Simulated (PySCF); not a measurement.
## How methods differ on the ionisation energy of I

I [Kr] 4d10 5s2 5p5 (2P) → I⁺ [Kr] 4d10 5s2 5p4 (3P), as a difference of total energies. All numbers are calculated (PySCF 2.14, a scalar-relativistic core potential, in aug-cc-pVDZ-PP with ECP28MDF). Correlated levels: valence: 4s2 4p6 4d10 frozen. The calculations carry no spin-orbit coupling.

```
           method  ionisation energy (eV)
              UHF                   9.591
              LDA                  10.809
            B3LYP                  10.652
    MP2 (valence)                  10.141
SCS-MP2 (valence)                  10.121
   CCSD (valence)                  10.130
CCSD(T) (valence)                  10.145
```

Task: How much does correlation contribute at CCSD(T) (valence)?

Result: 10.145 − (9.591) = 0.554 eV, measured against UHF.

Errors of the correlated levels include the incompleteness of this basis and the frozen core.

For comparison: 10.519 eV (measured; NIST levels, between the centres of gravity of the two terms).
